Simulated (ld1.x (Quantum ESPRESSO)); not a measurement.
## Before and after: RRKJ potential for molybdenum

ld1.x (Quantum ESPRESSO) 7.5 input, shortened:

```
&input
   title='Mo', zed=42., rel=0, dft='BP', iswitch=3,
   config='[Kr] 4d4 5s0 5p0'
 /
 &inputp
   pseudotype=2, tm=.false., rho0=0.01, lloc=0,
   nlcc=.true., rcore=1.70
 /
3
5P  2  1   0.00   0.00  2.80  2.80  0.0
4D  3  2   4.00   0.00  1.75  1.75  0.0
5S  1  0   0.00   0.00  2.05  2.05  0.0
 &test
   configts(1)='4d4 5s0 5p0'
 /
```

All-electron outer shells of the reference configuration (BP86, non-relativistic, ld1.x):

| shell | level (eV) | outermost node (bohr) | outermost maximum (bohr) |
| --- | --- | --- | --- |
| 4p | -56.08 | 0.53 | 1.08 |
| 4d | -21.21 | 0.52 | 1.33 |
| 5s | -17.14 | 1.36 | 2.65 |
| 5p | -12.41 | 1.50 | 3.12 |

Change: wave 4d (bound): rc 1.75 bohr becomes 4d (bound): rc 1.46 bohr.

Cutoffs: the cutoffs (Ry, on a coarse ladder) from which the occupation-weighted sum of valence levels, in a spherical-Bessel basis at the reference potential, stays within 10 and 1 mRy of its value at 400 Ry; they do not see the model core or the augmentation charge, which bear on the density cutoff. Errors are all-electron minus pseudo energies relative to the spin-unpolarised reference configuration.

How do hardness, ghosts and transferability respond?

The potential gets harder (40 Ry and 45 Ry → 40 Ry and 80 Ry); the errors of the 7 common tests hardly move; neither file shows a bound ghost. A smaller radius makes the pseudo-wave follow the all-electron one further in, where it bends more sharply, so more plane waves are needed.

| quantity | base | changed |
| --- | --- | --- |
| cutoff, loose | 40 Ry | 40 Ry |
| cutoff, tight | 45 Ry | 80 Ry |
| bound ghosts | none | none |
| error for 4d5 5s1 5p0, meV [ΔE -22.50 eV] | -63 | -63 |
| error for 4d5 5s0 5p0, meV [ΔE -15.80 eV] | -129 | -130 |
| error for 4d3 5s0 5p0, meV [ΔE 27.18 eV] | -233 | -237 |
| error for 4d5 5s0 5p1, meV [ΔE -19.60 eV] | -84 | -85 |
| error for 4d5.5 5s0.5 5p0, meV [ΔE -22.44 eV] | -167 | -168 |
| error for 4d5 5s0.5 5p0, meV [ΔE -19.84 eV] | -97 | -97 |
| error for 4d6 5s0 5p0, meV [ΔE -22.15 eV] | -295 | -296 |
| s: phases at 3.06 bohr within 0.05 rad from the reference energy up to (Ry; the scan ends near 5) | -0.6 | -0.6 |
| p: phases at 3.06 bohr within 0.05 rad from the reference energy up to (Ry; the scan ends near 5) | 2.7 | 2.7 |
| d: phases at 3.06 bohr within 0.05 rad from the reference energy up to (Ry; the scan ends near 5) | -0.3 | -0.3 |
